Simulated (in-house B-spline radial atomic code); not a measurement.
How numerical settings move a run on Mo2+, [Kr] 4d4. Computed with an all-electron radial atomic-structure program (B-spline basis): non-relativistic Hartree-Fock, average of configuration, point nucleus.

Command:
```bash
python run_scf.py task.json out
```
Settings of the sound reference run:
```
Z                42
electrons        40
configuration    [Kr] 4d4
hamiltonian      nr
method           hf
spin_polarised   False
knot_spacing     0.22
spline_order     8
gauss_points     12
box_radius       22.22
max_iterations   70
damping          0.5
damped_steps     3
diis_vectors     10
tolerance        1e-08
start            Thomas-Fermi
```

Cost of the run: 0.16 s on 1 thread of Arm Neoverse N1 (shared host).

It converges in 10 iterations to -3974.659409 hartree, with 4d at -26.6229 eV. The other runs change the listed settings, some to values that make no sense; their results aren't properties of the atom or ion. Radii are in bohr (the nuclear one in fm), a minus after a letter asks for a j subshell, and «unchanged» means within 1e-8 hartree. The run stops when the residual is below 10 × tolerance × max(1, Z/10), or a noise floor if that is larger, and the energy moves by less than 1e-8 × √|E| hartree; so very loose and very tight tolerances often act alike.

| changed settings | outcome |
| --- | --- |
| hamiltonian = dirac, method = r2scan, nucleus = fermi, rms_radius = 4.4091, mass_number = 98, atomic_mass = 97.9054, speed_of_light = 137.036 | stopped with error: meta-GGAs are not served with the Dirac Hamiltonian |
| spline_order = 7 | converged in 10 iterations, energy +2.03e-07 hartree from the reference |
| tolerance = 1e-13 | converged in 11 iterations, energy unchanged, 4d level +4.5e-06 eV |
| first_knot = 0.0714 | converged in 10 iterations, energy +3.82e-03 hartree from the reference, 4d level -1.1e-06 eV |
| spline_order = 3, max_iterations = 50, damped_steps = 1, diis_vectors = 4, start = bare nucleus | converged in 11 iterations, energy +1.09e-01 hartree from the reference, 4d level -9.4e-03 eV |
| tolerance = 1e-06 | converged in 9 iterations, energy unchanged, 4d level -2.8e-05 eV |
| spline_order = 4 | converged in 10 iterations, energy +1.87e-03 hartree from the reference, 4d level -2.3e-04 eV |
| spline_order = 3, max_iterations = 75, damping = 0.8, damped_steps = 8, tolerance = 1e-05 | converged in 13 iterations, energy +1.09e-01 hartree from the reference, 4d level -1.1e-02 eV |
| first_knot = 0.0238 | converged in 10 iterations, energy unchanged |
| max_iterations = 2, diis_vectors = 4, tolerance = 0.001 | not converged after 2 iterations, last residual 2.1e-01, last energy +1.63e+00 hartree from the reference |
| max_iterations = 3, damping = 0.8, damped_steps = 8, tolerance = 1e-13 | not converged after 3 iterations, last residual 1.4e-01, last energy +8.40e-01 hartree from the reference |
| spline_order = 5 | converged in 10 iterations, energy +5.91e-05 hartree from the reference, 4d level -8.4e-06 eV |

Question: What happens with spline_order = 5, max_iterations = 5, tolerance = 1e-13?

Answer: Not converged after 5 iterations, last residual 7.4e-03, last energy +2.17e-03 hartree from the reference.

Question: What happens with tolerance = 1e-05?

Answer: Converged in 8 iterations, energy +4.73e-08 hartree from the reference, 4d level -1.6e-03 eV.

Question: What happens with spline_order = 6?

Answer: Converged in 10 iterations, energy +2.97e-06 hartree from the reference, 4d level -4.2e-07 eV.

Question: What happens with spline_order = 10?

Answer: Converged in 10 iterations, energy -2.53e-08 hartree from the reference.
